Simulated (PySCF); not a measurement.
Computed shifts of a molecule C5H7F, HF/pcSseg-1 (PySCF), GIAO, gas phase, atoms alike by connectivity averaged where their shifts nearly agree, in ppm (number of nuclei): ¹³C: 162.6 (1), 144.1 (1), 84.7 (1), 38.4 (1), 17.3 (1). ¹⁹F: -165.8 (1). ¹H: 6.75 (1), 5.33 (1), 3.19 (1), 3.07 (1), 2.46 (3). References: ¹³C against TMS (σ = 192.6 ppm); ¹⁹F against CFCl3 (σ = 238.5 ppm); ¹H against TMS (σ = 31.99 ppm), references at their B3LYP-D3(BJ)/def2-TZVP geometries, non-relativistic. Geometry optimised at PBE-D3(BJ)/def2-SVP. One conformer was computed; it need not be the lowest.

**Question.** Pick the molecule that these values belong to.
A. FC1=CCCC1
B. CC1=CC[C@@H]1F
C. C=CCC(=C)F
D. C=CC1(F)CC1

**Answer.** B, CC1=CC[C@@H]1F
